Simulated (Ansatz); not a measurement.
Q: Name a neutral molecule of C, O, Si and H with HOMO–LUMO gap (PBE/def2-TZVPP) between 6.40 and 6.70 eV and HOMO energy (PBE/def2-TZVPP) between -6.90 and -6.60 eV (Ansatz, PBE0-D4/def2-TZVP geometry).

A: `CO[SiH](O)O[SiH2]O` (6.67 eV, -6.89 eV); `C[SiH](O)O[SiH](O)O` (6.47 eV, -6.73 eV). Other molecules can fit too; these were computed, each in one conformer that needn't be the lowest.
